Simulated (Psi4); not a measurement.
Input for Psi4:
```
memory 2 GB

molecule {
1 1
  O    -0.00000000   -0.00000000   -0.88835384
  Si    0.00000000    0.00000000    0.64027396
  H    -0.00000000   -0.00000000   -1.85700467
}

set basis def2-tzvp

energy('svwn')
print_variables()
```

Problem. What does this run give for the number of basis functions, total energy, nuclear repulsion energy?

Solution. 
```yaml
number_of_basis_functions: 74
total_energy: -363.8310 Eh
nuclear_repulsion_energy: 46.1090 Eh
```
